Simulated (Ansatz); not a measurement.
Competing steps

Reactants: GeH₄SO ([OH][GeH2][SH]) (brackets give SMILES or just the links). Saddle points were found for several chosen steps; others may exist. Gas-phase electronic energies, without zero-point energy, by CCSD(T) at an estimated basis limit (MP2 extrapolated from triple and quadruple zeta, plus CCSD(T) − MP2 in triple zeta); Ansatz 0.2.0, def2-TZVPP and QZVPP, frozen cores, on PBE0-D4/def2-TZVP structures. Extrapolation: Hartree–Fock as exp(−7.88 √X), correlation as X^−2.97. No counterpoise correction.

(1) Rank the steps by the energy of their saddle points, lowest first, and give each saddle's height above the lowest. (To be estimated.)
A. 1,2-elimination, to GeH₂O ([O][GeH2]) + H₂S, still joined by a dative Ge–S bond (breaks or loosens Ge–S, H–O; forms H–S)
B. 1,2-elimination, to GeH₂S ([S][GeH2]) + H₂O, still joined by a dative Ge–O bond (breaks or loosens Ge–O, H–S; forms H–O)

(2) Does the lowest of these saddles lead to the lowest end structure (the products still in contact)? (Judge from chemistry; the calculation decides.)

No T1 diagnostic of these runs exceeds 0.019. The filled d shells of Ge are correlated in sets not built for that, so values that involve them are less sure.

For scale, one of the runs: CCSD(T)/def2-TZVPP, 177 basis functions, launched by `ansatz run in.yaml --threads 2 --pin off --events-out ev --progress --plain --max-ram 4352MiB`. Hardware: 2 CPU threads of an Intel Xeon Platinum 8488C, shared host. Wall time 38 s; peak host memory 1.6 GiB.

Answers

(1) Computed: B (0.0 kJ/mol), A (111.3 kJ/mol). Heights count from the lowest.

The lowest of these saddles lies at 131.2 kJ/mol relative to the reactant.

(2) The calculation gives: Yes. Relative to the reactant, the ends lie at 95.2 (GeH₂S ([S][GeH2]) + H₂O); 231.1 (GeH₂O ([O][GeH2]) + H₂S) kJ/mol.
